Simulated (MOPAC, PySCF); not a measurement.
C4H4BFS, SMILES `Bc1ccsc1F`, neutral singlet in the gas phase. 

Z-matrix (Å, degrees):
```
C
C 1 1.3853
F 2 1.3193 1 126.66
C 1 1.4480 2 108.77 3 180.00
C 4 1.3623 1 114.57 2 0.00
H 5 1.0888 4 128.95 1 -179.99
H 4 1.0910 5 123.10 6 0.01
B 1 1.5276 2 124.14 3 0.00
H 8 1.2045 1 120.75 2 -0.02
H 8 1.2068 9 119.69 1 179.98
S 2 1.7313 3 118.52 1 180.00
```
Charge 0, spin multiplicity 1.

All levels are single points at this geometry (B3LYP-D3(BJ)/def2-SVP); Pople sets use spherical d functions. Orbital energies aren't observables, and empty levels follow the basis.

B3LYP/6-311+G** in PySCF gives HOMO (eV) = -6.97.

### Question
Estimate the HOMO (eV) from each of these levels: B3LYP-D3(BJ)/def2-TZVP in PySCF; PBE-D3(BJ)/def2-TZVP in PySCF; B3LYP/3-21G in PySCF; B3LYP/6-31G* in PySCF; BP86/6-31G* in PySCF; HF/STO-3G in PySCF; AM1 in MOPAC; PM6 in MOPAC.

### Answer

```
level                            HOMO (eV)
-------------------------------  ---------
B3LYP-D3(BJ)/def2-TZVP in PySCF      -6.91
PBE-D3(BJ)/def2-TZVP in PySCF        -6.10
B3LYP/3-21G in PySCF                 -6.79
B3LYP/6-31G* in PySCF                -6.62
BP86/6-31G* in PySCF                 -5.90
HF/STO-3G in PySCF                   -6.87
AM1 in MOPAC                         -9.60
PM6 in MOPAC                         -9.58
```
